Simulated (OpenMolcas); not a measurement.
# A ladder of methods for GaCl2O (SMILES [O][Ga]([Cl])[Cl])

GaCl2O has 4 atoms, charge 0, and is taken as a doublet. As SMILES, `[O][Ga]([Cl])[Cl]`. The shape is that of a PBE0-D4/def2-TZVP optimisation.

```xyz
4

O     0.7463    1.0557    1.3121
Ga    0.0358    0.0169    0.0342
Cl    0.7604   -1.9529   -0.1809
Cl   -1.4868    0.8198   -1.1857
```

Each level gives the dipole moment (D). The values are calculated.

```
               level           kind     program  value (D)  CPU time
     UHF/aug-cc-pVDZ   Hartree–Fock  OpenMolcas       0.60      26 s
U-revPBE/aug-cc-pVDZ            GGA  OpenMolcas       0.62      50 s
   UBLYP/aug-cc-pVDZ            GGA  OpenMolcas       0.73      56 s
    UPBE/aug-cc-pVDZ            GGA  OpenMolcas       0.67      55 s
U-r2SCAN/aug-cc-pVDZ       meta-GGA  OpenMolcas       0.54      59 s
   UTPSS/aug-cc-pVDZ       meta-GGA  OpenMolcas       0.57      58 s
  UBHLYP/aug-cc-pVDZ  global hybrid  OpenMolcas       0.59      48 s
   UPBE0/aug-cc-pVDZ  global hybrid  OpenMolcas       0.54      46 s
```

All-electron rows without a relativistic Hamiltonian named are non-relativistic. The values span 0.54 to 0.73 D. Magnitudes only. CPU times are rough (shared hosts, several kinds of processor and program).
